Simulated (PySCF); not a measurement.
## Argon: highly charged ions in a basis for the neutral atom

Ar⁸⁺ [Ne], Ar⁹⁺ [He] 2s2 2p5. All numbers are calculated (PySCF 2.14, the spin-free X2C one-electron Hamiltonian (Gaussian nucleus), in cc-pVTZ-DK). No spin-orbit coupling, so a gap to NIST mixes the basis error with missing relativistic terms.

Changed run: basis of the neutral atom used for a highly charged ion. This setting is unsound on purpose.

```csv
species,method,sound run (hartree),changed run (hartree),converged
Ar⁸⁺,UHF,not run,-507.73670,yes
Ar⁸⁺,TPSS,not run,-508.16482,yes
Ar⁸⁺,PBE0,not run,-507.97975,yes
Ar⁹⁺,UHF,not run,-492.19371,yes
Ar⁹⁺,TPSS,not run,-492.58657,yes
Ar⁹⁺,PBE0,not run,-492.39258,yes
```

Ionisation energy of Ar⁸⁺:

| method | changed run (eV) | NIST (eV) |
| --- | --- | --- |
| UHF | 422.95 | 422.6 ± 0.06 |
| TPSS | 423.91 | 422.6 ± 0.06 |
| PBE0 | 424.15 | 422.6 ± 0.06 |

The contracted functions were made for the neutral atom and can be too rigid for a highly charged ion.
